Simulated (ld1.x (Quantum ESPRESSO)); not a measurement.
## tungsten (W), TM: configuration errors across variants

ld1.x (Quantum ESPRESSO) 7.5 input, shortened:

```
&input
   title='W', zed=74., rel=1, dft='PBE', iswitch=3,
   config='[Xe] 4f14 5d4 6s1.5 6p0.5'
 /
 &inputp
   pseudotype=2, tm=.true., lloc=2,
   nlcc=.false.
 /
3
6S  1  0   1.50   0.00  2.90  2.90  0.0
6P  2  1   0.50   0.00  2.70  2.70  0.0
5D  3  2   4.00   0.00  1.55  1.55  0.0
 &test
   configts(1)='5d4 6s1.5 6p0.5'
 /
```

All-electron excitation energies from the reference (eV): (1) 5d4 6s2 6p0 -2.210; (2) 5d4 6s1 6p0 6.673; (3) 5d4 6s0 6p0 22.353; (4) 5d3 6s0 6p0 47.735; (5) 5d4 6s0 6p2 7.049; (6) 5d4 6s1.5 6p0 1.423.

Tests that are not counted but printed errors over 1 eV. “base”: 5d3 6s2 6p1 (solver errors, printed error -2.2 eV). “core correction a·sin(br)/r model core inside 1.02 bohr”: 5d3 6s2 6p1 (solver errors, printed error -2.5 eV). “wave 5d (bound): rc 1.55 bohr becomes 5d (bound): rc 2.34 bohr”: 5d3 6s2 6p1 (solver errors, printed error -2.4 eV). “wave 6s (bound): rc 2.90 bohr becomes 6s (bound): rc 3.00 bohr”: 5d3 6s2 6p1 (solver errors, printed error -2.2 eV). “core correction a·sin(br)/r model core inside 1.34 bohr”: 5d3 6s2 6p1 (solver errors, printed error -2.5 eV).

4 further variants failed, have other tests or another functional or relativity, and are left out.

A true bound ghost makes a file unfit for plane-wave use even where its test errors are small: the radial tests pick states by their node count and pass the ghost by. Where a test does run into it, the solver fails or the error is huge.

Errors AE − PS in meV (a dash: test not solved or not reliable):

```tsv
change	(1)	(2)	(3)	(4)	(5)	(6)	bound ghosts
base	+1.4	+2.1	+67	+144	-1.4	-0.5	s, p
core correction a·sin(br)/r model core inside 1.02 bohr	-0.1	-7.5	-40	-123	-22	-1.6	s, p
all radii scaled by about 0.91 (s 2.64, p 2.46, d 1.42 bohr)	+1.6	+2.8	+68	+152	-2.9	0.0	s, p
wave 5d (bound): rc 1.55 bohr becomes 5d (bound): rc 2.34 bohr	+1.5	+2.3	+67	+141	-1.8	-0.5	s, p
wave 6s (bound): rc 2.90 bohr becomes 6s (bound): rc 3.00 bohr	+1.3	+2.2	+66	+137	-2.9	-0.5	s, p
core correction a·sin(br)/r model core inside 1.34 bohr	-0.1	-7.5	-40	-123	-22	-1.6	s, p
wave 6s (bound): rc 2.90 bohr becomes 6s (bound): rc 3.68 bohr	-0.8	+2.2	+36	-3.6	–	-0.7	s, p
```

Q: Give the same row for: wave 6p (bound): rc 2.70 bohr becomes 6p (bound): rc 2.14 bohr.

A: +0.6, +4.2, +71, +132, -16, +0.2; bound ghosts: s, p.
